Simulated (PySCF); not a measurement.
WClH₅, SMILES [Cl][WH5], multiplicity 1.

Geometry: B3LYP-D3(BJ)/def2-TZVP. The geometry has at least one imaginary mode, so it is a saddle point at that level. The spin state was assumed, not searched. The structure was generated by enumeration; whether it is a known compound was not checked. The def2 effective core potentials stand for the cores of W; spin–orbit coupling is left out.

Two levels are set side by side: PBE/def2-TZVPD (PySCF) and ωB97X/def2-TZVPD (PySCF). Same geometry, gas phase. Differences are taken from unrounded values.

```tsv
quantity	PBE
orbital gap (eV)	2.05
highest occupied level (eV)	-6.67
lowest empty level (eV)	-4.61
dipole moment (D)	1.09
mean polarisability (bohr³)	68.6
```

### Question
These are the PBE values. What does ωB97X give? (The exact figures need the calculation; the answer reports its results.)

### Answer

| quantity | ωB97X | PBE minus ωB97X |
|---|---|---|
| orbital gap (eV) | 8.75 | -6.70 |
| highest occupied level (eV) | -10.27 | 3.60 |
| lowest empty level (eV) | -1.52 | -3.10 |
| dipole moment (D) | 1.56 | -0.47 |
| mean polarisability (bohr³) | 65.6 | 3.0 |

PBE's occupied levels lie high since its potential decays too fast outside the molecule; exact exchange lowers them and widens the gap. PBE's more diffuse valence density responds more strongly to a field. Differences between two approximate levels are no errors against the true value.

Rough cost on one machine, each run with all the roots and properties that it gave: ωB97X against PBE within a factor of 2.
